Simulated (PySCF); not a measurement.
Isomers of C3H11NOSi3, mass 161.015 u with the commonest isotopes. Method: PBE0/pcSseg-1 in PySCF (dipole) on a GFN2-xTB geometry, gas phase. One conformer each, none proved a minimum here; rigid rotors.

Question: Order these by radius of gyration √(Σ m r²/M), smallest first.
A. `[CH3:1][CH2:2][O:3][Si@H:4]([C:5]#[N:6])[SiH2:7][SiH3:8]` with C1–C2–O3–Si4 -171°, C2–O3–Si4–C5 -56°, O3–Si4–Si7–Si8 30°
B. `[CH2:1]=[CH:2][C:3](=[O:4])[SiH2:5][N:6]([SiH3:7])[SiH3:8]` with C1–C2–C3–O4 178°, C2–C3–Si5–N6 -178°, C3–Si5–N6–Si7 174°
C. `[CH3:1][SiH2:2][O:3][Si@H:4]1[CH:5]=[CH:6][SiH2:7][NH:8]1` with C1–Si2–O3–Si4 -4°, Si2–O3–Si4–C5 -53°
D. `[NH2:1][CH2:2][C@@H:3]1[SiH2:4][SiH2:5][SiH2:6][C:7]1=[O:8]` with H–N1–C2–C3 -151° and 89°, N1–C2–C3–Si4 30°, C2–C3–Si4–Si5 -87°, C3–Si4–Si5–Si6 -9°, Si4–Si5–Si6–C7 -12°, Si5–Si6–C7–O8 -126°
E. `[N:1]#[C:2][Si@H:3]([SiH3:4])[O:5][CH2:6][CH2:7][SiH3:8]` with C2–Si3–O5–C6 -55°, Si3–O5–C6–C7 177°, O5–C6–C7–Si8 179°
F. `[N:1]#[C:2][CH2:3][SiH2:4][CH2:5][SiH2:6][O:7][SiH3:8]` with C2–C3–Si4–C5 -177°, C3–Si4–C5–Si6 59°, Si4–C5–Si6–O7 176°

Answer: D (2.026 Å), C (2.219 Å), B (2.362 Å), A (2.486 Å), E (2.855 Å), F (3.092 Å).

Question: Order these by out-of-plane moment Σ m c² = (Ia + Ib − Ic)/2, smallest first.
A. `[CH2:1]=[CH:2][C:3](=[O:4])[SiH2:5][N:6]([SiH3:7])[SiH3:8]` with C1–C2–C3–O4 178°, C2–C3–Si5–N6 -178°, C3–Si5–N6–Si7 174°
B. `[CH3:1][CH2:2][O:3][Si@H:4]([C:5]#[N:6])[SiH2:7][SiH3:8]` with C1–C2–O3–Si4 -171°, C2–O3–Si4–C5 -56°, O3–Si4–Si7–Si8 30°
C. `[N:1]#[C:2][CH2:3][SiH2:4][CH2:5][SiH2:6][O:7][SiH3:8]` with C2–C3–Si4–C5 -177°, C3–Si4–C5–Si6 59°, Si4–C5–Si6–O7 176°
D. `[NH2:1][CH2:2][C@@H:3]1[SiH2:4][SiH2:5][SiH2:6][C:7]1=[O:8]` with H–N1–C2–C3 -151° and 89°, N1–C2–C3–Si4 30°, C2–C3–Si4–Si5 -87°, C3–Si4–Si5–Si6 -9°, Si4–Si5–Si6–C7 -12°, Si5–Si6–C7–O8 -126°
E. `[N:1]#[C:2][Si@H:3]([SiH3:4])[O:5][CH2:6][CH2:7][SiH3:8]` with C2–Si3–O5–C6 -55°, Si3–O5–C6–C7 177°, O5–C6–C7–Si8 179°
F. `[CH3:1][SiH2:2][O:3][Si@H:4]1[CH:5]=[CH:6][SiH2:7][NH:8]1` with C1–Si2–O3–Si4 -4°, Si2–O3–Si4–C5 -53°

Answer: A (9.67 u·Å²), C (25.04 u·Å²), E (35.71 u·Å²), F (94.75 u·Å²), B (95.63 u·Å²), D (139.26 u·Å²).

Question: Order these by rotational constant B, largest first.
A. `[N:1]#[C:2][Si@H:3]([SiH3:4])[O:5][CH2:6][CH2:7][SiH3:8]` with C2–Si3–O5–C6 -55°, Si3–O5–C6–C7 177°, O5–C6–C7–Si8 179°
B. `[N:1]#[C:2][CH2:3][SiH2:4][CH2:5][SiH2:6][O:7][SiH3:8]` with C2–C3–Si4–C5 -177°, C3–Si4–C5–Si6 59°, Si4–C5–Si6–O7 176°
C. `[NH2:1][CH2:2][C@@H:3]1[SiH2:4][SiH2:5][SiH2:6][C:7]1=[O:8]` with H–N1–C2–C3 -151° and 89°, N1–C2–C3–Si4 30°, C2–C3–Si4–Si5 -87°, C3–Si4–Si5–Si6 -9°, Si4–Si5–Si6–C7 -12°, Si5–Si6–C7–O8 -126°
D. `[CH3:1][CH2:2][O:3][Si@H:4]([C:5]#[N:6])[SiH2:7][SiH3:8]` with C1–C2–O3–Si4 -171°, C2–O3–Si4–C5 -56°, O3–Si4–Si7–Si8 30°
E. `[CH2:1]=[CH:2][C:3](=[O:4])[SiH2:5][N:6]([SiH3:7])[SiH3:8]` with C1–C2–C3–O4 178°, C2–C3–Si5–N6 -178°, C3–Si5–N6–Si7 174°

Answer: C (1228 MHz), D (803.7 MHz), E (747.4 MHz), A (473.0 MHz), B (347.6 MHz).

| SMILES | point group | Ia (u·Å²) | Ib (u·Å²) | Ic (u·Å²) | κ | μa (D) | μb (D) | μc (D) |
| --- | --- | --- | --- | --- | --- | --- | --- | --- |
| N#CC[SiH2]C[SiH2]O[SiH3] | C1 | 110.16 | 1454.03 | 1514.12 | -0.99 | 4.74 | 0.84 | 1.11 |
| N#C[Si@H]([SiH3])OCC[SiH3] | C1 | 280.18 | 1068.40 | 1277.16 | -0.89 | 1.26 | 2.98 | 1.23 |
| NC[C@@H]1[SiH2][SiH2][SiH2]C1=O | C1 | 388.71 | 411.39 | 521.59 | 0.57 | 2.66 | 0.12 | 3.16 |
| CCO[Si@H](C#N)[SiH2][SiH3] | C1 | 461.82 | 628.85 | 899.40 | -0.09 | 0.53 | 2.91 | 2.03 |
| C[SiH2]O[Si@H]1C=C[SiH2]N1 | C1 | 253.49 | 633.79 | 697.78 | -0.88 | 0.43 | 1.16 | 0.05 |
| C=CC(=O)[SiH2]N([SiH3])[SiH3] | near Cs | 231.47 | 676.22 | 888.34 | -0.78 | 2.76 | 2.40 | 0.01 |
